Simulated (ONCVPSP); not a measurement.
# Ga (Z = 31): excitation energies, all-electron against ONCV

Ga, optimised norm-conserving Vanderbilt (ONCV), made with ONCVPSP 4.0.1 (PBEsol, scalar-relativistic). Core [Ar] 3d10, reference 4s2 4p1. Waves: 4s: rc 1.70 bohr, ncon 3, nbas 7, qcut 3 1/bohr, 1 projector; 4p: rc 1.90 bohr, ncon 4, nbas 7, qcut 4.4 1/bohr, 2 projectors, debl 3.8 Ha. Local part: polynomial inside 1.60 bohr (lpopt 5, dvloc0 6 Ha). Core correction: Teter function, fcfact 4.5, rcfact 1.8.

Energies are relative to the spin-unpolarised reference configuration 4s2 4p1; without spin polarisation the order of configurations can differ from experiment.

```
valence configuration  charge  ΔE all-electron (eV)  error AE − PS (meV)
              4s2 4p0      +1                 5.680                 -123
              4s1 4p0      +2                26.816                 -675
              4s1 4p2       0                 6.551                  -30
```

Problem. What are ΔE and the potential's error for 4s2 4p0.5?

Solution. ΔE = 2.027 eV all-electron; the error (AE − PS) is -23 meV.

Levels in the configuration 4s2 4p0.5:

```csv
level,all-electron (eV),pseudo (eV)
4s,-12.456,-12.549
4p,-5.616,-5.723
```
